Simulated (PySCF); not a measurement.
C6H8N2Se.
Structure used (PBE0-D3(BJ)/def2-SVP), in Å, numbered top down from 1:
```xyz
17
C6H8N2Se angstrom
C      1.5732    0.8149    0.0853
N      2.8603    0.9741    0.1820
Se     3.6012   -0.6615    0.0464
N      2.0030   -1.4644   -0.1402
C      1.0804   -0.5398   -0.0948
C     -0.3670   -0.8893   -0.2137
C     -1.1885   -0.0323   -1.2177
C     -1.9659    0.6079   -0.0501
C     -1.2761   -0.3598    0.9323
H      0.9209    1.6938    0.1430
H     -0.4298   -1.9728   -0.3798
H     -1.8094   -0.6454   -1.8861
H     -0.5981    0.6541   -1.8430
H     -1.7151    1.6656    0.1217
H     -3.0612    0.5315   -0.1064
H     -1.9400   -1.1365    1.3378
H     -0.7436    0.1031    1.7766
```

Computed, not measured: TDDFT PBE0/def2-SVPD, vertical, gas phase, core orbitals frozen in the response in PySCF 2.14.0, density-fitted response routines. The PBE0/def2-SVPD calculation is non-relativistic and has no spin–orbit coupling, an omission that weighs most on selenium.

Transition dipole moments from the ground state, in atomic units and in the frame of the coordinates above (overall signs are arbitrary), for the states with f of 0.002 or more among the lowest 6:

```json
{"state": "S1", "E (eV)": "4.800", "μx": "-1.153", "μy": "0.365", "μz": "-0.024"}
{"state": "S5", "E (eV)": "6.153", "μx": "-0.343", "μy": "0.186", "μz": "0.004"}
{"state": "S6", "E (eV)": "6.238", "μx": "0.337", "μy": "0.002", "μz": "0.023"}
```

Q: What oscillator strength does each state have?

A: f = (2/3) ΔE |μ|² with ΔE in hartree (27.2114 eV).

```
state  |μ|² (au)  |μ| (D)      f
   S1      1.463     3.07  0.172
   S5      0.152     0.99  0.023
   S6      0.114     0.86  0.017
```

Q: What angle do the transition dipoles of S1 and S5 make?

A: |cos θ| = |μa·μb| / (|μa| |μb|) = 0.98, so θ ≈ 11° (taken between 0 and 90°, since the signs are arbitrary).

Q: How is the summed strength of these states shared among x, y and z?

A: (2/3) Σ ΔE μα² gives 0.191 for x, 0.021 for y and 0.000 for z, 0.212 in all.

Q: What peak molar absorption coefficient would the strongest computed level give as a lone Gaussian band 0.3 eV wide at half height?

A: ε(max) = 2.175×10⁸ f / FWHM, with the width in cm⁻¹. S1: 2.175×10⁸ × 0.1721 / 2420 ≈ 15000 L mol⁻¹ cm⁻¹.

One conformer stands for the species.
